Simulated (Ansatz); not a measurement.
Job for Ansatz (a program for electronic structure): R-CCSD(T)/cc-pVTZ on FGeHO (SMILES [OH][Ge][F]), a point of a torsion scan. The run froze 16 orbitals, filled d shells among them.

Ansatz 0.2 input:
```yaml
crystal:
  periodic: [false, false, false]
  atoms:
    - {symbol: O, position_ang: [-0.86161599, 0.11520943, 0.09081654]}
    - {symbol: Ge, position_ang: [0.64134190, 0.91397700, -0.11465869]}
    - {symbol: F, position_ang: [1.79241115, -0.52179531, 0.10791403]}
    - {symbol: H, position_ang: [-1.56947562, -0.50179694, -0.06912302]}
basis:
  gaussian:
    orbitals: cc-pVTZ
magnetization: {spin_polarized: false}
correlation: {method: ccsd_t, electrons: outside_noble_gas}
scf: {lower_state_search: off}
```

The log:

```
WARN ansatz: RAYON_NUM_THREADS=1 ignored (pool sized by the plan → 1); use --threads N
Functional definition: HF
these checks for a lower state are left out or cut short: stability, starts, cluster_reference, orbital_swaps, neighbouring_geometries, increment
integrals: 0.17 GiB planned
737 factors; integrals over basis functions are off by at most 8.4e-4 eV
mean field: 0.29 GiB planned
mean field evaluation 1: about -61232.9293 eV, gradient 4.7e1 eV
mean field evaluation 2: about -61232.9905 eV, gradient 4.7e1 eV
mean field evaluation 4: about -61236.7796 eV, gradient 2.1e0 eV
mean field evaluation 8: about -61236.8116 eV, gradient 2.3e-1 eV
mean field -61236.81192213 eV, -2250.4113303365 hartree, gradient 2.2e-6 eV, S^2 0.000000; 0 other end points of the search recorded, 0 dependent functions left out
16 core orbitals not correlated
reference -61236.81192213 eV, -2250.4113303365 hartree; 9, 9 occupied and 92, 92 virtual orbitals, 737 factors
second order -16.16078433 eV of doubles, -0.00000000 eV of singles
coupled cluster: 0.44 GiB planned
cycle   1  -15.81525968 eV  change    3.5e-1 eV  update   1.0e-1
cycle   2  -16.20296225 eV  change   -3.9e-1 eV  update   3.7e-2
cycle   3  -16.32336257 eV  change   -1.2e-1 eV  update   2.0e-2
cycle   4  -16.30620691 eV  change    1.7e-2 eV  update   5.3e-3
cycle   5  -16.30005710 eV  change    6.1e-3 eV  update   2.4e-3
cycle   6  -16.30158879 eV  change   -1.5e-3 eV  update   9.8e-4
cycle   7  -16.30151553 eV  change    7.3e-5 eV  update   3.1e-4
cycle   8  -16.30131445 eV  change    2.0e-4 eV  update   1.1e-4
cycle   9  -16.30136451 eV  change   -5.0e-5 eV  update   3.8e-5
cycle  10  -16.30138359 eV  change   -1.9e-5 eV  update   1.3e-5
perturbative correction -0.57560710 eV, -0.0211531709 hartree
Total energy: -61253.68891283 eV, -2251.0315483048 hartree
Checks for a lower state left out: stability, starts, cluster_reference, orbital_swaps, neighbouring_geometries, increment
```

The run converged.

Cost: roughly 7 core-seconds.
